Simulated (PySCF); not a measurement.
H8O2SSi3.
InChI=1S/H8O2SSi3/c3-6-2-5-1-4/h3H,5-6H2,4H3

Level of theory: PySCF, TDDFT CAM-B3LYP/def2-SVPD, vertical, gas phase, core orbitals frozen in the response. Geometry: GFN2-xTB, one conformer, isolated molecule. Torsions of this conformer, `[SiH3:1][O:2][SiH2:3][O:4][SiH2:5][SH:6]`: Si1–O2–Si3–O4 11°, O2–Si3–O4–Si5 -7°, Si3–O4–Si5–S6 -82°, H–S6–Si5–O4 -39°.

```tsv
state	E (eV)	E (kJ/mol)	λ (nm)	f	main configurations (H = HOMO, L = LUMO)
S1	6.16	594	201.3	0.012	H→L+1 (66%), H→L+4 (10%)
S2	6.69	645	185.4	0.051	H→L+3 (37%), H→L+2 (19%), H→L (17%)
S3	6.81	657	182.2	0.016	H→L (34%), H→L+2 (14%), H→L+4 (14%)
S4	7.45	719	166.4	0.0080	H-1→L (58%), H-2→L (17%)
S5	7.60	733	163.1	0.015	H-1→L+1 (32%), H-2→L+1 (21%), H-1→L+3 (17%)
S6	7.66	739	161.9	0.0026	H→L+5 (65%), H→L+4 (11%)
S7	7.70	743	161.0	0.029	H→L+3 (29%), H→L (21%), H→L+4 (10%)
S8	7.79	752	159.1	0.0098	H-3→L (64%)
```

Triplets, Tamm–Dancoff:

```csv
state,E (eV),λ (nm),"main configurations (H = HOMO, L = LUMO)"
T1,5.72,216.9,H→L+1 (67%)
T2,6.36,194.9,"H→L+2 (31%), H→L+4 (16%), H→L+1 (16%)"
T3,6.47,191.8,"H→L (49%), H→L+3 (31%)"
```

The lowest singlet comes at 201 nm (594 kJ/mol) in the ultraviolet; it is weak; its leading configuration is HOMO→LUMO+1 (66%). The most intense listed level is S2 at 6.69 eV (185 nm, f = 0.051), 0.53 eV above S1. Löwdin shares by element: HOMO sulfur 77%, silicon 10% or more, hydrogen 7% or more; LUMO silicon 50%, sulfur 9% (atoms not listed hold the other 41%). Orbital energies (eV): HOMO-3 -10.42, HOMO-2 -10.33, HOMO-1 -9.83, HOMO -8.83, LUMO 0.73, LUMO+1 0.91, LUMO+2 1.18. The oscillator strengths of these states sum to 0.144; summed over the whole spectrum of an exact calculation they would give the number of electrons, 82 (Thomas–Reiche–Kuhn). Of the 8 states listed, 5 reach f = 0.01 and none stays under 0.0005. No computed singlet lies in the visible range (380 to 750 nm); the lowest, at 201 nm, stands 2.90 eV above its violet end (3.26 eV). Only the lowest 8 singlets were computed, as vertical energies without vibronic structure.

Hardware: one thread of an Arm Neoverse V2, shared host with 192 logical CPUs at a one-minute load of 168. Cost: 60 s (with the writing of density and orbital grids), 0.96 GiB resident at most.
